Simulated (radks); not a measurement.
The numbers below are computed, except where a source is named.
Neutral erbium, configuration [Xe] 4f12 6s2 (the NIST ground configuration).

Code: a radial shooting solver on a logarithmic mesh with Libxc functionals. Model: scalar-relativistic Kohn-Sham, PBE, spin-unpolarised, spherical densities, point nucleus; hard spherical wall at 1.5 bohr.

Energy parts (eV):
total: -354331.41
kinetic: 391713.56
electron-nucleus: -886940.33
Hartree: 148725.98
exchange-correlation: -7830.62

Orbitals (lengths in bohr, moments of r in powers of bohr; <r^-3> diverges for s and p1/2; r(max) is where P^2 peaks):
1s: occ. 2; eigenvalue (eV) -57194.18; <1/r> 77.58; r(max) 0.01286; <r> 0.02037
2s: occ. 2; eigenvalue (eV) -9466.797; <1/r> 18.05; r(max) 0.07324; <r> 0.08648
2p: occ. 6; eigenvalue (eV) -8351.324; <1/r> 16.67; r(max) 0.05958; <r^-3> 14310; <r> 0.07675
3s: occ. 2; eigenvalue (eV) -1996.752; <1/r> 6.647; r(max) 0.2073; <r> 0.2257
3p: occ. 6; eigenvalue (eV) -1657.743; <1/r> 6.206; r(max) 0.2041; <r^-3> 3072; <r> 0.2250
3d: occ. 10; eigenvalue (eV) -1232.867; <1/r> 5.882; r(max) 0.1666; <r^-3> 407.2; <r> 0.2044
4s: occ. 2; eigenvalue (eV) -283.9316; <1/r> 2.748; r(max) 0.4782; <r> 0.5185
4p: occ. 6; eigenvalue (eV) -175.3159; <1/r> 2.493; r(max) 0.5022; <r^-3> 650.7; <r> 0.5542
4d: occ. 10; eigenvalue (eV) -29.6251; <1/r> 2.174; r(max) 0.5253; <r^-3> 69.97; <r> 0.6048
5s: occ. 2; eigenvalue (eV) 97.4752; <1/r> 1.482; r(max) 1.007; <r> 0.9279
4f: occ. 12; eigenvalue (eV) 133.4970; <1/r> 1.753; r(max) 0.5510; <r^-3> 10.97; <r> 0.6844
5p: occ. 6; eigenvalue (eV) 144.8640; <1/r> 1.491; r(max) 1.044; <r^-3> 291.7; <r> 0.9331
5d: occ. 0; eigenvalue (eV) 218.1653; <1/r> 1.548; r(max) 1.085; <r^-3> 46.41; <r> 0.9150
6s: occ. 2; eigenvalue (eV) 463.3057; <1/r> 1.787; r(max) 1.237; <r> 0.8959
6p: occ. 0; eigenvalue (eV) 519.3862; <1/r> 1.799; r(max) 1.247; <r^-3> 494.5; <r> 0.8828
7s: occ. 0; eigenvalue (eV) 998.9957; <1/r> 1.996; r(max) 1.318; <r> 0.8656

The highest occupied level is 6s at 463.31 eV. The configuration is held as typed, so some empty levels lie below it. The density falls to 0.001 e/bohr^3 at r = 1.49 bohr. The pressure on the wall is 184000 GPa.
